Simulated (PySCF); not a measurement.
Ionising BI

PBE; B aug-cc-pVDZ, I aug-cc-pVDZ-PP with ECP28; scalar-relativistic core potentials (PySCF 2.14). Neutral (UKS): singlet (closed shell), Re = 2.160 Å, ωe = 562 cm⁻¹, De = 3.99 eV, HOMO -6.22 eV, LUMO -3.33 eV.

BI⁺ (UKS): doublet (σ ↑), Re = 1.982 Å, ωe = 779 cm⁻¹, De = 3.61 eV to B⁺ + I. The energies at the minima are -320.41733 hartree for BI and -320.08365 for BI⁺.

Q: Work out the adiabatic ionisation energy, without and with harmonic zero-point energies (1 hartree = 27.2114 eV, 1 eV = 8065.5 cm⁻¹), and the change of the bond length.

A: At PBE: 0.33368 hartree = 9.080 eV between the minima; the zero-point term (779.0 − 562.0)/2 cm⁻¹ = +0.013 eV makes it 9.093 eV. Re changes by -17.8 pm against the neutral. Minus the HOMO energy is 6.22 eV, -2.86 eV from the value between the minima; self-interaction puts the Kohn–Sham level too high, less so with exact exchange. The electron leaves a σ orbital, and the shorter bond of the ion fits an antibonding orbital, or a change in how ionic the bond is.

BI⁻ (UKS): doublet (π ↑), Re = 2.380 Å, ωe = 343 cm⁻¹, De = 1.38 eV to B + I⁻. The energies at the minima are -320.41733 hartree for BI and -320.44233 for BI⁻.

Q: Work out the adiabatic electron affinity, without and with harmonic zero-point energies (1 hartree = 27.2114 eV, 1 eV = 8065.5 cm⁻¹), and the change of the bond length.

A: At PBE: 0.02500 hartree = 0.680 eV between the minima; the zero-point term (562.0 − 343.0)/2 cm⁻¹ = +0.014 eV makes it 0.694 eV. Re changes by +22.0 pm against the neutral. The electron enters a π orbital, and the longer bond of the ion fits an antibonding orbital, or a change in how ionic the bond is.

Spin–orbit coupling is left out, which matters for elements this heavy, above all for dissociation energies. For an ion De counts to the pair picked by the measured ionisation energies or electron affinities, which need not be the lowest pair at this level. The highest Kohn–Sham level is positive in this anion. Much of that is self-interaction error, but it also means that the finite basis helps to hold the extra electron. States were picked by a PBE0 search and need not be the measured ground states.
